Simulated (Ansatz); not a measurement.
ClFH$_{4}$O$_{2}$Si$_{2}$ (`O[Si@H](F)[Si@H](O)Cl`), relaxed with RKS PBE0-D4/def2-TZVP in the Gaussian-basis code of Ansatz from a GFN2-xTB geometry. The force threshold is 0.005 eV/Å; the program also tests the step.

Charge 0, multiplicity 1.

Start:

```xyz
10

O     0.176   -1.845    0.950
Si    0.873   -0.776   -0.043
F     2.321   -0.451    0.612
Si   -0.516    1.027    0.067
O    -1.632    0.649   -1.052
Cl    0.351    2.788   -0.483
H     0.630   -2.617    1.282
H     1.275   -1.379   -1.311
H    -1.176    1.348    1.338
H    -2.302    1.255   -1.360
```

```
step  energy (eV)  largest force (eV/Å)  largest move (Å)
   1  -35146.1944                 1.581             0.000
   2  -35146.3221                 0.660             0.130
   3  -35146.3533                 0.478             0.073
   4  -35146.3633                 0.274             0.040
   5  -35146.3741                 0.236             0.080
   6  -35146.3779                 0.194             0.042
   7  -35146.3814                 0.078             0.086
   8  -35146.3827                 0.057             0.047
   9  -35146.3837                 0.021             0.028
  10  -35146.3842                 0.037             0.051
  11  -35146.3845                 0.034             0.051
  12  -35146.3847                 0.045             0.011
  13  -35146.3848                 0.030             0.007
  14  -35146.3849                 0.007             0.011
  15  -35146.3849                 0.003             0.005
  16  -35146.3850                 0.005             0.013
  17  -35146.3850                 0.005             0.007
```

End:

```xyz
10

O     0.170   -1.942    0.926
Si    0.942   -0.758    0.107
F     2.249   -0.292    0.904
Si   -0.535    1.058   -0.001
O    -1.749    0.598   -1.001
Cl    0.492    2.666   -0.790
H     0.532   -2.830    0.923
H     1.422   -1.236   -1.214
H    -1.053    1.527    1.309
H    -2.469    1.210   -1.164
```

Run time 26 s (2 threads of an AMD EPYC 7R13 on a shared host and a share of an NVIDIA H100 80 GB); peak host memory 0.87 GiB.
